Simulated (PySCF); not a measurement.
An unknown is described by computed data only.

Elements present: B, C and H. Monoisotopic mass: 94.0954 u.

| Property | Result |
| --- | --- |
| Polarisability | 87.4 au [wB97X-D/def2-SVPD] |
| Triplet | lowest triplet excitation (Tamm–Dancoff): 5.45 eV [TDA wB97X-D/def2-SVPD] |
| Rotational structure | rotational constants A, B, C: 6.367, 1.100, 0.963 GHz [PBE0-D3(BJ)/def2-SVP] |
| 13C NMR | chemical shifts (computed TMS as zero) by class: 83.8 (1 C), 80.6 (1 C), 23.2 (1 C), 15.1 (2 C), 4.8 (1 C) ppm [GIAO PBE0/pcSseg-1] |
| 1H NMR | chemical shifts (computed TMS as zero) by class: 2.14 (2 H), 1.85 (3 H), 0.97 (6 H) ppm [GIAO PBE0/pcSseg-1] |
| Valence photoelectron | vertical ionisation energy: 8.92 eV [ΔSCF wB97X-D/def2-SVPD] |

Electronic properties: PySCF, gas phase, density fitting. Levels stand in brackets. Isolated species at its PBE0-D3(BJ)/def2-SVP geometry (one conformer only). NMR classes are plain means over equivalent atoms (diastereotopic ones count apart unless rotation or inversion swaps them), as if these changed places fast.

Question: Which formula fits the mass and the elements?

Answer: C6H11B (calculated 94.0954). No other formula that holds each of these elements comes within 0.0003 u with a fitting electron parity and a possible valence count.

Question: What is the compound? Reason from the data.

Answer: Numbering: `[CH3:1][C:2]#[C:3][CH2:4][B:5]([CH3:6])[CH3:7]`. 6 carbons fall into 5 classes; from least to most shielded: alkyne carbon [C3] (83.8 ppm), alkyne carbon [C2] (80.6 ppm), sp3 carbon bound to boron [C4] (23.2 ppm), sp3 carbon bound to boron [C6/C7] (15.1 ppm, 2 C), propargylic carbon [C1] (4.8 ppm). Hydrogen classes from least to most shielded: 2 H on an sp3 carbon bound to boron, C4 (2.14 ppm), 3 H on a propargylic carbon, C1 (1.85 ppm), 6 H on 2 like atoms (sp3 carbon bound to boron), C6/C7 (0.97 ppm, a mean of values up to 0.6 ppm apart in this geometry). The first electron is taken from the HOMO, whose largest Löwdin shares are 0.34 on an alkyne carbon, 0.32 on an alkyne carbon, 0.10 on an sp3 carbon bound to boron and 0.07 on the propargylic carbon. The optimised geometry has point group C1 and is an asymmetric top. Structure: `CB(C)CC#CC`. Computed isomers that give other values at the same levels: `C=C[C@@H]1BCCC1` (static isotropic polarisability: 84.7 au); `B/C(=C/C)C(=C)C` (13C chemical shifts (computed TMS as zero) by class: 176.0 (1 C), 164.3 (1 C), 156.2 (1 C), 119.5 (1 C), 26.7 (1 C), 20.5 (1 C) ppm); `C=C/C=C/B(C)C` (13C chemical shifts (computed TMS as zero) by class: 160.4 (1 C), 148.2 (1 C), 145.1 (1 C), 133.4 (1 C), 12.7 (2 C) ppm). The assignments are read from this structure; whether some other isomer fits the data as well wasn't checked.

Conformer computed: `[CH3:1][C:2]#[C:3][CH2:4][B:5]([CH3:6])[CH3:7]`: C3–C4–B5–C6 8°.
